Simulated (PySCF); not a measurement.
Relaxation of singlet VNF₂

Method: PySCF, PBE0, basis V def2-SVP, N def2-SVP, F def2-SVP (no relativity, density fitting). A (50,194) grid was used.

A hand-made trigonal planar start, of C2v symmetry, held to at least that symmetry:

Coordinates in bohr (charge 0 multiplicity 1):
```
V    -0.1242   -0.2151    0.0000
N    -1.7494   -3.0300    0.0000
F     3.6174   -0.2151    0.0000
F    -1.9951    3.0252    0.0000
```

Optimiser trace:
```json
{"step": "0", "E − E(last) (kJ/mol)": "242.22", "largest gradient (Eh/bohr)": "0.14597"}
{"step": "1", "E − E(last) (kJ/mol)": "45.27", "largest gradient (Eh/bohr)": "0.04802"}
{"step": "2", "E − E(last) (kJ/mol)": "15.43", "largest gradient (Eh/bohr)": "0.05725"}
{"step": "3", "E − E(last) (kJ/mol)": "1.34", "largest gradient (Eh/bohr)": "0.00914"}
{"step": "4", "E − E(last) (kJ/mol)": "0.14", "largest gradient (Eh/bohr)": "0.00223"}
{"step": "5", "E − E(last) (kJ/mol)": "0.00", "largest gradient (Eh/bohr)": "0.00105"}
{"step": "6", "E − E(last) (kJ/mol)": "0.00", "largest gradient (Eh/bohr)": "0.00021"}
```

It ends at C2v with V–F 1.747 Å (×2), V–N 1.498 Å; F–V–F 137.0°, F–V–N 111.5° (×2) (after a last refinement on a finer grid). The frequency run here used a shortcut that can spoil soft modes, so no verdict on minimum or saddle point is given. Other isomers or separated fragments may lie lower.

Final geometry:
```xyz
4
charge 0 multiplicity 1, angstrom
V    -0.0164   -0.0284    0.0000
N    -0.7656   -1.3260    0.0000
F     1.7110   -0.2868    0.0000
F    -1.1039    1.3383    0.0000
```
